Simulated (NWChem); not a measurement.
# SiHI$_{2}$Cl; SMILES Cl[SiH](I)I

def2 effective core potentials on I; no spin-orbit coupling.

**Question.** Give the equilibrium geometry at PBE-D3(BJ)/def2-SVP with def2 effective core potentials on I (NWChem) as a Z-matrix, with the point group.

**Answer.** point group Cs; any orientation.
```
Si
H 1 1.4942
Cl 1 2.0704 2 108.70
I 1 2.4542 2 108.65 3 119.58
I 1 2.4542 2 108.65 3 -119.58
```
